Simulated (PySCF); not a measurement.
## Magnetisability: SMILES [SiH3]/C=C/[SiH2]P, C₂H₉PSi₂

Molfile (atoms numbered from 1):
```
C2H9PSi2
     RDKit          3D

 14 13  0  0  0  0  0  0  0  0999 V2000
   -2.7090    0.6258    0.0063 Si  0  0  0  0  0  4  0  0  0  0  0  0
   -0.8468    0.3493    0.0416 C   0  0  0  0  0  0  0  0  0  0  0  0
   -0.2294   -0.8172    0.2119 C   0  0  0  0  0  0  0  0  0  0  0  0
    1.6439   -1.0232    0.2580 Si  0  0  0  0  0  4  0  0  0  0  0  0
    2.4994    1.0335   -0.0035 P   0  0  0  0  0  0  0  0  0  0  0  0
   -3.3888   -0.6405    0.2827 H   0  0  0  0  0  0  0  0  0  0  0  0
   -3.0566    1.6236    1.0204 H   0  0  0  0  0  0  0  0  0  0  0  0
   -3.0896    1.1197   -1.3200 H   0  0  0  0  0  0  0  0  0  0  0  0
   -0.2220    1.2322   -0.0862 H   0  0  0  0  0  0  0  0  0  0  0  0
   -0.8283   -1.7106    0.3434 H   0  0  0  0  0  0  0  0  0  0  0  0
    2.0952   -1.5213    1.5637 H   0  0  0  0  0  0  0  0  0  0  0  0
    2.0766   -1.9747   -0.7774 H   0  0  0  0  0  0  0  0  0  0  0  0
    2.2575    1.1017   -1.3635 H   0  0  0  0  0  0  0  0  0  0  0  0
    3.7972    0.6013   -0.1996 H   0  0  0  0  0  0  0  0  0  0  0  0
  1  2  1  0
  2  3  2  0
  3  4  1  0
  4  5  1  0
  1  6  1  0
  1  7  1  0
  1  8  1  0
  2  9  1  0
  3 10  1  0
  4 11  1  0
  4 12  1  0
  5 13  1  0
  5 14  1  0
M  END
```

Method: GIAO HF/pcSseg-1 magnetisability, rotational g tensor and spin-rotation constants, non-relativistic, gas phase (PySCF 2.14.0). Geometry: GFN2-xTB.

Problem. What are the magnetisability and the molar susceptibility?

Solution. Isotropic -1273 × 10⁻³⁰ J/T², or -76.7 × 10⁻⁶ cm³/mol; principal values -1403, -1289, -1128 × 10⁻³⁰ J/T², anisotropy 239 × 10⁻³⁰ J/T² (root of half the summed squared differences of the principal values). The susceptibility is in cgs units.

Problem. Split it along the inertial axes a, b, c into diamagnetic and paramagnetic parts about the centre of mass, with the quadrupole moment.

Solution. 
| axis | χ (10⁻⁶ cm³/mol) | diamagnetic (10⁻⁶ cm³/mol) | paramagnetic (10⁻⁶ cm³/mol) | summed x² of all electrons (Å²) | quadrupole Θ (D Å) |
| --- | --- | --- | --- | --- | --- |
| a | -77.6 | -377.3 | 299.7 | 307.7 | +2.76 |
| b | -68.4 | -1390.1 | 1321.7 | 69.0 | -0.40 |
| c | -84.1 | -1597.9 | 1513.7 | 20.0 | -2.36 |

Anisotropies 2χaa − χbb − χcc = -2.7 and 2χbb − χaa − χcc = +25.0 × 10⁻⁶ cm³/mol. Θ is traceless in Buckingham's convention.

Problem. And the rotational g tensor?

Solution. 
| axis | rotational constant (GHz) | g | nuclear part | electronic part |
| --- | --- | --- | --- | --- |
| a | 4.7965 | -0.0624 | 0.6130 | -0.6754 |
| b | 0.9308 | -0.0153 | 0.5626 | -0.5779 |
| c | 0.7980 | -0.0068 | 0.5607 | -0.5675 |

Asymmetric top; isotopes 12C, 1H, 31P, 28Si; no vibrational averaging.
